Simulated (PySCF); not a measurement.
## How methods differ on the ionisation energy of Ti¹³⁺

Ti¹³⁺ [He] 2s2 2p5 [2p1/2^2 2p3/2^3, M_J = 3/2] → Ti¹⁴⁺ [He] 2s2 2p4 [2p1/2^2 2p3/2^2, M_J = 2], as a difference of total energies. Calculation: PySCF 2.14, in an uncontracted even-tempered set (18 s from 2.3 bohr⁻², ratio 2.4; 11 p from 3 bohr⁻², ratio 2.4; 5 d from 15 bohr⁻², ratio 2.6; 5 f from 22 bohr⁻², ratio 2.6); the two-component X2C-1e Hamiltonian. Correlated levels: nothing frozen; the 30 highest virtual spinors dropped. "Screened" scales the spin-orbit matrix elements by Boettger's factors to mimic the two-electron term; Breit and QED terms are absent.

```tsv
method	ionisation energy (eV)
GHF (spin-free)	863.00
GMP2 (spin-free)	864.48
GHF (screened spin-orbit)	862.25
GMP2 (screened spin-orbit)	863.72
```

How much does correlation contribute at GMP2 (screened spin-orbit)?

863.72 − (862.25) = 1.47 eV, measured against GHF (screened spin-orbit).

The labels give the starting determinants; with spin-orbit coupling the two ends relaxed to ⟨J²⟩ = 3.75, ⟨L²⟩ = 2.00, ⟨S²⟩ = 0.75 and ⟨J²⟩ = 6.00, ⟨L²⟩ = 2.20, ⟨S²⟩ = 1.90.

For comparison: 864 ± 1.2 eV (semi-empirical (NIST evaluation); NIST Atomic Spectra Database, ionization energies).
